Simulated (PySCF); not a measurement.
## Steps of a relaxation of [Eu(H2S)3]3+

[Eu(H2S)3]3+ (singlet in the valence; each metal's 4f electrons, 6 of them, lie in its core potential, out of spins and levels; a saddle point, relaxed within its symmetry). PySCF 2.14.0, RKS B3LYP, Eu lcecp-1-SVP with ECP52, S def2-SVP, H def2-SVP; non-relativistic Hamiltonian with scalar-relativistic core potentials where named; density fitting; no spin-orbit coupling. Origin of the start: template. Columns: position (Å) and force (eV/Å). Energies are counted from the last step; some of the 7 steps are shown. Forces carry noise of the integration grid, about 0.01 to 0.03 eV/Å.

Run from Python with OMP_NUM_THREADS=2. Where DIIS fails, smearing, a level shift and second-order steps follow.
It took 52 s on 2 threads of Arm Neoverse V1, on a shared host, from the converged density of the start.

```xyz
10
step 0  E = 0.139 eV
Eu    0.0000    0.0000    0.0000     0.00    0.00    0.00
S     2.8850    0.0000    0.0000    -0.08    0.59    0.00
H     3.4350   -0.7500    0.9700     0.06   -0.26    0.68
H     3.4350   -0.7500   -0.9700     0.06   -0.26   -0.68
S    -1.4425    2.4985    0.0000    -0.48   -0.37    0.00
H    -1.0680    3.3498    0.9700     0.20    0.18    0.67
H    -1.0680    3.3498   -0.9700     0.20    0.18   -0.67
S    -1.4425   -2.4985    0.0000     0.55   -0.22    0.00
H    -2.3670   -2.5998    0.9700    -0.26    0.08    0.68
H    -2.3670   -2.5998   -0.9700    -0.26    0.08   -0.68
```

```xyz
10
step 2  E = 0.020 eV
Eu    0.0000    0.0000    0.0000     0.00    0.00    0.00
S     2.8986    0.0162    0.0000     0.16    0.01    0.00
H     3.3971   -0.7486    1.0236    -0.08    0.01   -0.05
H     3.3971   -0.7486   -1.0236    -0.08    0.01    0.05
S    -1.4633    2.5022    0.0000    -0.10    0.12    0.00
H    -1.0503    3.3163    1.0236     0.03   -0.08   -0.05
H    -1.0503    3.3163   -1.0236     0.03   -0.08    0.05
S    -1.4353   -2.5183    0.0000    -0.08   -0.14    0.00
H    -2.3469   -2.5677    1.0236     0.05    0.07   -0.05
H    -2.3469   -2.5677   -1.0236     0.05    0.07    0.05
```

```xyz
10
step 4  E = 0.002 eV
Eu    0.0000    0.0000    0.0000     0.00    0.00    0.00
S     2.9132    0.0550    0.0000     0.07   -0.11    0.00
H     3.3487   -0.7544    1.0199    -0.04    0.06   -0.08
H     3.3487   -0.7544   -1.0199    -0.04    0.06    0.08
S    -1.5043    2.4954    0.0000     0.05    0.10    0.00
H    -1.0210    3.2773    1.0199    -0.03   -0.06   -0.08
H    -1.0210    3.2773   -1.0199    -0.03   -0.06    0.08
S    -1.4089   -2.5505    0.0000    -0.14   -0.01    0.00
H    -2.3277   -2.5229    1.0199     0.07    0.01   -0.08
H    -2.3277   -2.5229   -1.0199     0.07    0.01    0.08
```

Where does the relaxation end?

It converges at step 6 in C3h:
```xyz
10
step 6  E = 0
Eu    0.0000    0.0000    0.0000
S     2.9139    0.0608    0.0000
H     3.3348   -0.7538    1.0161
H     3.3348   -0.7538   -1.0161
S    -1.5096    2.4932    0.0000
H    -1.0146    3.2649    1.0161
H    -1.0146    3.2649   -1.0161
S    -1.4043   -2.5539    0.0000
H    -2.3202   -2.5111    1.0161
H    -2.3202   -2.5111   -1.0161
```

How did the contacts change?


```tsv
contact	start (Å)	end (Å)
Eu1–S2 (H2S)	2.885	2.915
Eu1–S5 (H2S)	2.885	2.915
Eu1–S8 (H2S)	2.885	2.915
```


An lcecp potential fixes the number of 4f electrons, so in runs with it no electron can move into or out of that shell.
